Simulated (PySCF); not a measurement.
Polarisability and C₆ of Br (bromine, neutral)

[Ar] 3d10 4s2 4p5, 2P determinant. Computed with PySCF 2.14 in aug-cc-pVTZ-DK, with scalar relativity by spin-free X2C-1e. Coupled (time-dependent) response in atomic units; α is the mean over directions.

```csv
method,mean α (bohr³),"α xx, yy, zz",C₆ (like pair),S(−4)
UHF,20.03,"18.31, 20.89, 20.89",159.9,86.24
PBE,21.95,"19.66, 23.10, 23.10",178.4,115.2
PBE0,21.07,"19.02, 22.09, 22.09",169.7,101.3
M06,21.34,"19.17, 22.42, 22.42",169.3,110.4
```

S(−4) is the Cauchy moment in α(ω) = α(0) + S(−4) ω² + …

Reference α: 21 ± 1 bohr³ (recommended; Schwerdtfeger and Nagle, table of static dipole polarizabilities (2023 update)). Published C₆: 162.0 (Chu and Dalgarno (2004); Tang, Norbeck and Certain (1976)).

Spin-orbit coupling is absent.

α(iu) at PBE:

```json
{"u (hartree)": "0", "α(iu) (bohr³)": "21.95"}
{"u (hartree)": "0.0500", "α(iu) (bohr³)": "21.67"}
{"u (hartree)": "0.100", "α(iu) (bohr³)": "20.88"}
{"u (hartree)": "0.200", "α(iu) (bohr³)": "18.37"}
{"u (hartree)": "0.300", "α(iu) (bohr³)": "15.53"}
{"u (hartree)": "0.500", "α(iu) (bohr³)": "10.75"}
{"u (hartree)": "0.750", "α(iu) (bohr³)": "6.974"}
{"u (hartree)": "1.00", "α(iu) (bohr³)": "4.784"}
{"u (hartree)": "1.50", "α(iu) (bohr³)": "2.605"}
{"u (hartree)": "2.00", "α(iu) (bohr³)": "1.630"}
{"u (hartree)": "3.00", "α(iu) (bohr³)": "0.8189"}
{"u (hartree)": "5.00", "α(iu) (bohr³)": "0.3348"}
```

The components differ because the open shell of this determinant is not spherical; for a pure term their mean is the scalar polarisability.
